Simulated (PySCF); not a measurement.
**Two-component Hartree-Fock for Ba(29+) (barium, charge +29)**

Start: [Ar] 3d9; 3d3/2 filled at m_j = -1/2, +1/2, +3/2; 3d5/2 filled at m_j = -5/2, -3/2, -1/2, +1/2, +3/2, +5/2. Calculated with PySCF 2.14 in an even-tempered Gaussian basis (16 s from 4.6 bohr⁻², ratio 2.8; 12 p from 6 bohr⁻², ratio 2.8; 8 d from 6 bohr⁻², ratio 2.8; 3 f from 25 bohr⁻², ratio 3): generalised Hartree-Fock with the X2C-1e Hamiltonian and a Gaussian nucleus; one run each with spin-orbit coupling (SO) screened by Boettger's factors, then bare. This is a chosen level, not necessarily the ground level.

```csv
spinor shell,electrons,"ε, screened SO (eV)","ε, bare SO (eV)",weight of nominal j (bare SO),"rms radius, bare SO (bohr)"
1s1/2,2,-38699.6,-38699.4,1.000,0.0292
2s1/2,2,-7098.2,-7098.2,1.000,0.118
2p1/2,2,-6738.6,-6749.7,1.000,0.102
3s1/2,2,-2283.1,-2283.1,1.000,0.304
3p1/2,2,-2129.5,-2131.8,0.999,0.295
3p3/2,4,-2053.4,-2052.6,1.000,0.306
3d3/2,3,-1802.4,-1804.7,0.993,0.274
3d5/2,6,-1785.8,-1784.4,0.997,0.277
```

Q: Where does 2p3/2 lie, and what is the 2p spin-orbit splitting (bare SO)?

A: At -6350.6 eV, 399.15 eV above 2p1/2.

| quantity | screened SO | bare SO |
| --- | --- | --- |
| E (hartree) | -7672.47748 | -7672.64377 |
| M_J | 3/2 | 3/2 |
| ⟨J²⟩ | 3.750 | 3.750 |
| ⟨L²⟩ | 6.018 | 6.020 |
| ⟨S²⟩ | 0.768 | 0.769 |

Each row is a mean over spinors that exchange with the open shell spreads, by up to 16.969 eV (3p1/2).

Breit and QED terms are absent; they matter most for the inner s and p1/2 levels.

Densities and radii are taken from the X2C orbitals without a picture-change correction, which distorts them close to the nucleus.
